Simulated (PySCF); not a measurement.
SMILES ClC[SiH2]c1ccccc1 (GFN2-xTB optimised geometry):

```
18

Cl    -1.524    -3.869    -1.126
C     -0.553    -2.372    -1.105
Si    -1.415    -1.100     0.036
C     -0.424     0.507     0.000
C     -1.074     1.738     0.005
C     -0.364     2.925     0.003
C      1.021     2.904     0.000
C      1.687     1.689     0.000
C      0.970     0.507     0.000
H     -0.477    -2.037    -2.137
H      0.438    -2.657    -0.762
H     -2.767    -0.874    -0.479
H     -1.452    -1.665     1.389
H     -2.154     1.763     0.008
H     -0.890     3.869     0.003
H      1.579     3.829    -0.002
H      2.767     1.666     0.000
H      1.501    -0.434     0.000
```

Level of theory: PySCF 2.14.0 with PBE/def2-SVP.

What are the frontier orbital energies and the dipole moment?

HOMO-2 -6.58 eV, HOMO-1 -6.52 eV, HOMO -6.27 eV, LUMO -1.53 eV, LUMO+1 -1.25 eV; dipole moment 2.37 D.

Meta-Löwdin charges at PBE/def2-SVP: Cl1 -0.12, C2 -0.36, Si3 0.58, C4 -0.21, C5 -0.10, C6 -0.10, C7 -0.10, C8 -0.10, C9 -0.10, H10 0.13, H11 0.13, H12 -0.09, H13 -0.09, H14 0.10, H15 0.11, H16 0.11, H17 0.11, H18 0.10.
